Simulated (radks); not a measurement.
Excited configurations of Cd III: one electron is placed in a higher orbital outside [Kr] 4d9. The ground configuration is [Kr] 4d10. Method: Dirac Kohn-Sham, PBE, spin-unpolarised, spherical densities, finite nucleus; open shells fill j = l - 1/2 first; Fermi nuclear charge, rms radius 4.6087 fm; computed with a radial shooting solver on a logarithmic mesh with Libxc functionals. Excitation = E - E(ground); binding = E(ion) - E, where the ion is the core of charge +3; n* = 3/sqrt(2 binding) in atomic units, and the quantum defect is n - n*.

\begin{tabular}{lrrrrr}
outer orbital & excitation (eV) & binding (eV) & quantum defect & eigenvalue (eV) & <r> (bohr) \\ \hline
4f5/2 & 29.658 & 8.040 & 0.097 & -6.301 & 5.474 \\
5s1/2 & 10.063 & 27.635 & 2.895 & -23.105 & 2.397 \\
5p1/2 & 16.899 & 20.799 & 2.574 & -16.973 & 2.822 \\
5d3/2 & 25.623 & 12.075 & 1.815 & -9.750 & 4.242 \\
5f5/2 & 32.238 & 5.460 & 0.264 & -4.470 & 9.289 \\
6s1/2 & 25.219 & 12.479 & 2.867 & -10.679 & 5.065 \\
6p1/2 & 27.330 & 10.368 & 2.563 & -8.818 & 5.804 \\
6d3/2 & 30.521 & 7.177 & 1.869 & -6.031 & 7.844 \\
6f5/2 & 33.830 & 3.867 & 0.373 & -3.262 & 14.14 \\
7s1/2 & 30.416 & 7.282 & 2.899 & -6.268 & 8.639 \\
7p1/2 & 31.399 & 6.299 & 2.591 & -5.421 & 9.689 \\
7d3/2 & 32.964 & 4.734 & 1.914 & -4.058 & 12.38 \\
\end{tabular}

The Delta-SCF ionisation energy is 37.698 eV (NIST Atomic Spectra Database: 37.47 eV, measured). Self-interaction in the functional shifts the binding energies and quantum defects, so they are the method's values and not measured ones. Spin polarisation and multiplet splitting are left out, so open shells lie too high by an amount that depends on their filling.

Beside tabulated values, note that spin-unpolarised runs miss the spin-polarisation part of the exchange energy of open shells.
